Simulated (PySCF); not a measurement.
Species: C6H11F3.
Atom-mapped SMILES: `[CH3:1][CH2:2][C@@:3]([CH3:4])([F:5])[CH2:6][CH:7]([F:8])[F:9]` (hydrogens: H10, H11, H12 on C1; H13, H14 on C2; H15, H16, H17 on C4; H18, H19 on C6; H20 on C7)

Method: PBE0-D3(BJ)/def2-SVP geometry optimisation, gas phase (PySCF 2.14.0).

**Question.** What internal coordinates does the optimisation give?

**Answer.** 
```
                  bond  length (bohr)   order
                 C1–C2          2.872  single
                 C2–C3          2.886  single
                 C3–C4          2.867  single
                 C3–F5          2.647  single
                 C3–C6          2.885  single
                 C6–C7          2.847  single
                 C7–F8          2.567  single
                 C7–F9          2.557  single
C1–H10, C1–H11, C1–H12          2.079  single
                C2–H13          2.083  single
                C2–H14          2.079  single
C4–H15, C4–H16, C4–H17          2.078  single
                C6–H18          2.080  single
                C6–H19          2.080  single
                C7–H20          2.084  single
```

Bonds in one row agree within 0.02 bohr and their mean is given. Orders are formal, as drawn. A selection of angles:
```
     angle  degrees
 C2–C1–H10    110.3
 C2–C1–H11    112.4
H10–C1–H11    107.2
  C1–C2–C3    115.7
 C1–C2–H13    110.5
 C1–C2–H14    109.5
 C3–C2–H13    106.4
 C3–C2–H14    107.9
H13–C2–H14    106.3
  C2–C3–C4    112.5
  C2–C3–F5    105.7
  C2–C3–C6    114.8
  C4–C3–F5    106.7
  C4–C3–C6    110.4
  F5–C3–C6    106.0
 C3–C4–H15    110.0
 C3–C4–H17    111.3
H15–C4–H16    108.4
H16–C4–H17    108.6
  C3–C6–C7    115.0
 C3–C6–H18    108.0
 C3–C6–H19    111.0
 C7–C6–H18    106.8
 C7–C6–H19    108.3
H18–C6–H19    107.3
  C6–C7–F8    111.1
  C6–C7–F9    109.5
 C6–C7–H20    112.5
  F8–C7–F9    107.0
 F8–C7–H20    108.0
 F9–C7–H20    108.5
```

Torsions: C1–C2–C3–C4 67° (synclinal); C2–C3–C6–C7 -59° (synclinal); C3–C6–C7–F8 74° (synclinal).

Of the pairs four or more bonds apart, F8···H14 is among the closest relative to their van der Waals radii: 2.42 Å, 91 % of the sum of Bondi's values. The 5 C–C bonds span 1.507 Å (C6–C7, drawn single) to 1.527 Å (C2–C3, drawn single), a spread of 0.020 Å. The C–F distances run from 1.353 Å (C7–F9, drawn single) to 1.401 Å (C3–F5, drawn single), a spread of 0.048 Å.

Point group: C1 (no symmetry element, even within 0.4 Å). Not checked by PBE0-D3(BJ)/def2-SVP frequencies. One conformer, not necessarily the lowest.

Time: 72 s wall; peak memory 0.84 GiB. Hardware: an AMD EPYC 9R45 with one thread, shared host. That covers the optimisation of the geometry.
